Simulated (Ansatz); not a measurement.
Species: CH₃BI (charge 0, doublet). It need not be the lowest isomer of its formula. 
Coordinates optimised at B3LYP-D3(BJ)/def2-TZVP (Ansatz, a quantum-chemistry and plane-wave program):
SMILES: C[B]I
```xyz
6

C     -2.6788     0.1199     0.1385
B     -1.2994     0.7975     0.2729
I      0.5971    -0.0850    -0.0496
H     -3.4930     0.8348     0.0070
H     -2.7173    -0.6285    -0.6585
H     -2.8662    -0.4089     1.0833
```
Charge 0, spin multiplicity 2.

Basis-set convergence of Hartree-Fock and MP2 correlation energies (hartree) with Ansatz. Correlated levels leave the core frozen unless marked. Open shells are spin-unrestricted. Spin-orbit coupling is left out. The frozen core is the preceding noble-gas configuration, with the filled d and f shells of earlier blocks. Past Kr the def2 sets carry scalar-relativistic core potentials.

| basis | functions | E(HF) | E(corr, MP2) |
|---|---|---|---|
| def2-SVP | 69 | -360.87405 | -0.30187 |
| def2-TZVPP | 154 | -360.95358 | -0.38716 |
| def2-QZVPP | 286 | -360.95761 | -0.42242 |

Extrapolating the two largest sets (X = 3 and 4) as X^-3: E(corr) = (64·(-0.42242) - 27·(-0.38716))/37 = -0.4482 Eh, an estimate of the basis-set limit. The largest set recovers 94.3 % of it, the smallest 67.4 %.
